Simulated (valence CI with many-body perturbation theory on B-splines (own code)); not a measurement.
# Questions on Co²¹⁺

Level of theory: configuration interaction combined with many-body perturbation theory (CI+MBPT): four valence electrons over a frozen Dirac-Fock core [He], radial functions for each j: 11 s, 11 p, 9 d, 7 f, 5 g, 2 h, 1 i, with the one-electron correlation potential Σ1 (screened to all orders), the two-electron term Σ2, the three-electron term Σ3, Breit, model QED; selected single and double excitations, second order for the rest (own B-spline code, finite nucleus).

No measured levels were compared; by estimate levels of excited configurations hold to 0.05 to 0.15 % of their energy, terms of the ground configuration to about 0.5 %. Among the levels kept, up to 250 cm⁻¹ of a level comes from second order outside the variational space, and about a tenth of that is noise between levels of different J, which matters for small intervals.

Rates and lifetimes use the calculated energies. Strong lines usually hold to 10 to 20 %, long lifetimes can be off by a factor of two.

Problem. What is the ground level?

Solution. 2s²2p² ³P_0, composition 88 % 2s²2p² ³P + 10 % 2s²2p² ¹S.

Problem. Among levels below 1180.4 eV, which E1 lines absorb most strongly from the ground level?

Solution. to 2s²2p3d ³D°_1 at 1.127 nm, f = 1.29; to 2s2p²3p ⁵P°_1 at 1.098 nm, f = 0.246; to 2s2p³ ³D°_1 at 11.99 nm, f = 0.0888.

Problem. What is the ionisation energy?

Solution. 1846.4 eV; NIST lists 1844 ± 1.1 eV (semi-empirical).

Problem. Where does the other parity begin?

Solution. At 2s2p³ ⁵S°_2, 66.2 eV.

Problem. What are the static dipole polarisabilities of the lowest levels?

Solution. 2s²2p² ³P_0 0.00973; 2s²2p² ³P_1 0.0103 (tensor 0.00050); 2s²2p² ³P_2 0.0100 (tensor 6.0e-05) bohr³, of which the core gives 1.72e-05.
